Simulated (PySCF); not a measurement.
Isomers of C3H7FSi. Computed, not measured: PySCF 2.14.0, density-fitted response routines, TDDFT CAM-B3LYP/def2-SVPD, vertical, gas phase, core orbitals frozen in the response. Geometries: PBE0-D3(BJ)/def2-SVP; one conformer of each isolated species. Triplets are in the Tamm–Dancoff approximation. 'Strongest' means the level of largest summed f among the lowest 10 singlets; it needn't be the same kind of state in each.

Problem. Rank by computed lowest singlet excitation energy, highest first.
A. `C[Si@@H]1C[C@@H]1F`
B. `C=C[C@H](F)[SiH3]`
C. `F[SiH]1CCC1`
D. `FC1C[SiH2]C1`
E. `F[C@H]1CC[SiH2]1`

Solution. D (7.74 eV), C (7.52 eV), E (6.90 eV), B (6.60 eV), A (6.15 eV).

| SMILES | S1 (eV) | f (strongest) | α (au) | first f ≥ 0.01 (nm) | HOMO (eV) | strongest (eV) | S1 mainly |
| --- | --- | --- | --- | --- | --- | --- | --- |
| FC1C[SiH2]C1 | 7.74 | 0.12 | 61.7 | 160 | -9.88 | 7.92 | H-1→L (88%) |
| F[SiH]1CCC1 | 7.52 | 0.13 | 58.4 | 165 | -9.56 | 8.44 | H→L (89%) |
| F[C@H]1CC[SiH2]1 | 6.90 | 0.08 | 62.1 | 180 | -9.30 | 8.37 | H→L (82%) |
| C=C[C@H](F)[SiH3] | 6.60 | 0.34 | 67.4 | 188 | -8.93 | 6.60 | H→L (92%) |
| C[Si@@H]1C[C@@H]1F | 6.15 | 0.16 | 63.6 | 188 | -8.12 | 6.60 | H→L (72%) |

H and L stand for HOMO and LUMO.

- `FC1C[SiH2]C1`: Löwdin shares by element: HOMO carbon 52% or more, silicon 25%, fluorine 7% (atoms not listed hold the other 16%); LUMO silicon 34%, hydrogen 24% or more, carbon 11% or more (atoms not listed hold the other 31%).
- `F[SiH]1CCC1`: Löwdin shares by element: HOMO carbon 48%, silicon 19% (atoms not listed hold the other 33%); LUMO silicon 22%, hydrogen 21% or more, carbon 16% or more (atoms not listed hold the other 41%).
- `F[C@H]1CC[SiH2]1`: Löwdin shares by element: HOMO carbon 42% or more, silicon 20%, fluorine 19% (atoms not listed hold the other 19%); LUMO silicon 30%, carbon 24% or more, hydrogen 11% or more (atoms not listed hold the other 35%).
- `C=C[C@H](F)[SiH3]`: Löwdin shares by element: HOMO carbon 71%, silicon 10% (atoms not listed hold the other 20%); LUMO carbon 64%, silicon 10% (atoms not listed hold the other 26%).
- `C[Si@@H]1C[C@@H]1F`: Löwdin shares by element: HOMO carbon 46% or more, silicon 26%, fluorine 11% (atoms not listed hold the other 16%); LUMO silicon 31%, carbon 21% or more, hydrogen 17% or more (atoms not listed hold the other 31%).
